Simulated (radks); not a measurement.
Polarisability of the praseodymium ion Pr5+, [Xe], at imaginary frequency. Method: non-relativistic Kohn-Sham, LDA (Slater exchange, Perdew-Wang correlation), spin-polarised, spherical densities, point nucleus; relativity is left out, which matters for an element this heavy; computed with a radial shooting solver on a logarithmic mesh with Libxc functionals. Response by self-consistent Sternheimer equations with the Hartree and adiabatic LDA kernel.

| w (hartree) | alpha1(iw) (bohr^3) | alpha2(iw) (bohr^5) |
|---|---|---|
| 0.00266 | 4.764 | 19.24 |
| 0.0143 | 4.764 | 19.07 |
| 0.0360 | 4.761 | 18.23 |
| 0.0697 | 4.751 | 16.47 |
| 0.118 | 4.725 | 14.50 |
| 0.186 | 4.668 | 13.07 |
| 0.280 | 4.552 | 12.18 |
| 0.413 | 4.328 | 11.51 |
| 0.605 | 3.926 | 10.75 |
| 0.892 | 3.279 | 9.584 |
| 1.35 | 2.407 | 7.735 |
| 2.12 | 1.496 | 5.206 |
| 3.59 | 0.7723 | 2.652 |
| 6.94 | 0.3070 | 0.9296 |
| 17.5 | 0.07198 | 0.1808 |

Static values: alpha1 = 4.765 bohr^3 (0.7060 angstrom^3; uncoupled 8.307), alpha2 = 19.25 bohr^5, alpha3 = 65.64 bohr^7. C6 = 24.05, C8 = 363.3, triple-dipole C9 = 82.39 atomic units. One-pole (London) frequency 4 C6 / (3 alpha1^2) = 1.412 hartree, against 2.803 for minus the highest occupied eigenvalue. The dipole shielding factor is 0.915, as the force sum rule N/Z = 0.915 demands.
